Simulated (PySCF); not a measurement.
**Electric field gradients and quadrupole coupling constants**

Species: C₅H₁₃OPSi₂.
Cartesian coordinates in Å at the GFN2-xTB level; atoms count from 1:
```xyz
22
C5H13OPSi2 angstrom
C     -1.736    2.681    0.291
C     -1.488    1.516    0.421
C     -1.197    0.106    0.537
C     -2.492   -0.709    0.470
Si     0.060   -0.425   -0.838
O      0.267   -2.040   -0.845
C      0.928   -2.879    0.053
Si     2.077    0.665   -0.501
P      1.942    2.843   -1.006
H     -1.960    3.701    0.194
H     -0.739   -0.055    1.524
H     -2.273   -1.772    0.539
H     -3.005   -0.526   -0.472
H     -3.164   -0.438    1.283
H     -0.591   -0.335   -2.143
H      0.968   -3.875   -0.388
H      1.946   -2.524    0.238
H      0.392   -2.931    1.004
H      2.626    0.494    0.864
H      3.165    0.163   -1.357
H      3.105    3.183   -0.344
H      1.156    3.177    0.077
```

Field gradients from the PBE0/pcSseg-1 density (PySCF, non-relativistic), principal values in atomic units, ordered |Vxx| ≤ |Vyy| ≤ |Vzz|:

| atom | Vxx | Vyy | Vzz |
| --- | --- | --- | --- |
| O6 | -0.5819 | -1.1414 | 1.7233 |

Problem. Find the asymmetry η = (Vxx − Vyy)/Vzz and the couplings χ = eQV/h (234.96 MHz × Q in barn × V in au), with Q(17O) = −0.0256 b.

Solution. 
```json
{"atom": "O6", "environment": "silyl ether oxygen", "nucleus": "17O", "η": "0.32", "χzz (MHz)": "-10.37", "χxx (MHz)": "3.50", "χyy (MHz)": "6.87"}
```

Problem. What is Vzz at O6 in SI units (1 au = 9.71736 × 10²¹ V/m²)?

Solution. 1.7233 au = 16.746 × 10²¹ V/m².

Problem. And the gradient at the other heavy atoms, for which no coupling is worked out here?

Solution. 
| atom | environment | Vzz (au) | η |
| --- | --- | --- | --- |
| C1 | terminal alkyne carbon | -0.262 | 0.16 |
| C2 | alkyne carbon | -0.307 | 0.07 |
| C3 | sp3 carbon bound to silicon | 0.135 | 0.91 |
| C4 | methyl carbon | 0.131 | 0.06 |
| Si5 | oxygen-bound silicon | 0.413 | 0.84 |
| C7 | methoxy carbon | 0.408 | 0.07 |
| Si8 | SiH2 silicon | 0.213 | 0.75 |
| P9 | three-coordinate phosphorus | -1.023 | 0.19 |

Problem. What couplings would deuterons (Q(2H) = 0.00286 b) have in place of the hydrogens, at this geometry?

Solution. 
```json
{"atom": "H10", "bonded to": "C1", "bond length (Å)": "1.049", "Vzz (au)": "0.3975", "η": "0.01", "χzz (kHz)": "267"}
{"atom": "H11", "bonded to": "C3", "bond length (Å)": "1.099", "Vzz (au)": "0.2938", "η": "0.04", "χzz (kHz)": "197"}
{"atom": "H12", "bonded to": "C4", "bond length (Å)": "1.088", "Vzz (au)": "0.3128", "η": "0.03", "χzz (kHz)": "210"}
{"atom": "H13", "bonded to": "C4", "bond length (Å)": "1.087", "Vzz (au)": "0.3120", "η": "0.04", "χzz (kHz)": "210"}
{"atom": "H14", "bonded to": "C4", "bond length (Å)": "1.089", "Vzz (au)": "0.3103", "η": "0.03", "χzz (kHz)": "209"}
{"atom": "H15", "bonded to": "Si5", "bond length (Å)": "1.461", "Vzz (au)": "0.1639", "η": "0.01", "χzz (kHz)": "110"}
{"atom": "H16", "bonded to": "C7", "bond length (Å)": "1.091", "Vzz (au)": "0.3013", "η": "0.06", "χzz (kHz)": "202"}
{"atom": "H17", "bonded to": "C7", "bond length (Å)": "1.093", "Vzz (au)": "0.2958", "η": "0.09", "χzz (kHz)": "199"}
{"atom": "H18", "bonded to": "C7", "bond length (Å)": "1.093", "Vzz (au)": "0.2969", "η": "0.08", "χzz (kHz)": "199"}
{"atom": "H19", "bonded to": "Si8", "bond length (Å)": "1.481", "Vzz (au)": "0.1535", "η": "0.02", "χzz (kHz)": "103"}
{"atom": "H20", "bonded to": "Si8", "bond length (Å)": "1.473", "Vzz (au)": "0.1590", "η": "0.02", "χzz (kHz)": "107"}
{"atom": "H21", "bonded to": "P9", "bond length (Å)": "1.381", "Vzz (au)": "0.2179", "η": "0.07", "χzz (kHz)": "146"}
{"atom": "H22", "bonded to": "P9", "bond length (Å)": "1.379", "Vzz (au)": "0.2169", "η": "0.07", "χzz (kHz)": "146"}
```

The structure is a single GFN2-xTB conformer in the gas phase; no vibrational or solvent corrections. GFN2-xTB bond lengths can be off by several hundredths of an ångström, more for odd bonds, and the gradients follow them. A larger basis could move these couplings by a tenth or more.

These values come from a run that also computed NMR shieldings. Hardware: Arm Neoverse V2, one thread (shared host). Cost: 61 s wall, 1.1 GiB resident at most.
